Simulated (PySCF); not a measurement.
Isomers of C7H13NSi. Level of theory: PBE0-D3(BJ)/def2-SVP geometry optimisation, gas phase (PySCF 2.14.0). One conformer each; no zero-point energy, no entropy. No frequencies were run at this level. Point groups hold within 0.08 Å.

Task: Rank from lowest to highest electronic energy at this level (kcal/mol).
A. `[CH3:1][C:2]#[C:3][Si:4]1([N:5]([CH3:6])[CH3:7])[CH2:8][CH2:9]1` with C3–Si4–N5–C6 -81°
B. `[CH3:1][C:2]#[C:3][C@@H:4]1[CH2:5][Si@@H:6]1[N:7]([CH3:8])[CH3:9]` with C5–Si6–N7–C8 -61°
C. `[CH:1]#[C:2][SiH2:3][N:4]([CH3:5])[CH2:6][CH2:7][CH:8]=[CH2:9]` with C2–Si3–N4–C5 79°, Si3–N4–C6–C7 91°, N4–C6–C7–C8 -176°, C6–C7–C8–C9 -116°

Result: A (0.0), C (8.0), B (9.7).

Neighbours under 2.5 kcal/mol apart (C#C[SiH2]N(C)CCC=C and CC#C[C@@H]1C[Si@@H]1N(C)C) can change places with a better method, another conformer or zero-point energy.

| SMILES | E (Eh) | E rel (kcal/mol) | dipole (D) | point group | A, B, C (MHz) |
| --- | --- | --- | --- | --- | --- |
| CC#C[Si]1(N(C)C)CC1 | -617.91186 | 0.0 | 1.66 | near Cs | 1659, 864.0, 679.8 |
| C#C[SiH2]N(C)CCC=C | -617.89913 | 8.0 | 0.82 | C1 | 1911, 715.7, 598.6 |
| CC#C[C@@H]1C[Si@@H]1N(C)C | -617.89643 | 9.7 | 1.31 | C1 | 2090, 814.3, 626.3 |

Task: How do the relative energies change in single points at PBE0/pcSseg-1 (no added dispersion term) on the same geometries?

Result: 
| SMILES | PBE0-D3(BJ)/def2-SVP (kcal/mol) | PBE0/pcSseg-1 (kcal/mol) | shift |
| --- | --- | --- | --- |
| CC#C[Si]1(N(C)C)CC1 | 0.0 | 0.0 | 0.0 |
| C#C[SiH2]N(C)CCC=C | 8.0 | 7.2 | -0.8 |
| CC#C[C@@H]1C[Si@@H]1N(C)C | 9.7 | 11.5 | +1.8 |

Each column counts from its own lowest isomer. The order is unchanged; the largest shift is 1.8 kcal/mol.
